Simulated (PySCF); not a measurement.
Delta-SCF ions had no search for a lower state. Excitations are Tamm–Dancoff values on a coarser integration grid. The basis has no diffuse functions, so Rydberg states are missing or too high.

**C₂H₈GeO₄, SMILES `C[O][Ge]([OH])([OH])[O]C` (charge 0, multiplicity 1)**

All values below come from PySCF 2.14.0 with PBE0-D3(BJ)/def2-TZVP // PBE0-D3(BJ)/def2-SVP.

```json
{
 "HOMO": "-8.15 eV",
 "dipole_moment": "0.33 D",
 "HOMO–LUMO gap": "8.10 eV",
 "LUMO": "-0.05 eV",
 "S1 excitation (TDA)": "6.73 eV",
 "S1 oscillator strength": "0.006",
 "brightest of the four lowest singlets (TDA)": "7.33 eV",
 "T1 excitation (TDA)": "6.38 eV",
 "S1–T1 gap (TDA)": "0.35 eV",
 "vertical ionisation energy (Delta-SCF)": "10.07 eV",
 "total_energy": "-2458.5064 Ha",
 "cost": "roughly 8 core-minutes"
}
```

```xyz
15

C     -2.3786    -0.6014    -0.0450
O     -1.6711     0.5548    -0.4270
Ge     0.0292     0.7405    -0.0465
O      0.5954     2.1187    -0.9758
O      0.4024     1.0728     1.6378
O      0.7810    -0.7963    -0.4287
C      2.1073    -1.0748    -0.0498
H     -2.5688    -0.6230     1.0431
H     -3.3507    -0.5933    -0.5615
H     -1.8423    -1.5249    -0.3220
H      0.1077     2.2130    -1.8022
H      0.3701     2.0163     1.8322
H      2.8350    -0.5423    -0.6884
H      2.2778    -2.1560    -0.1677
H      2.3057    -0.8042     1.0015
```
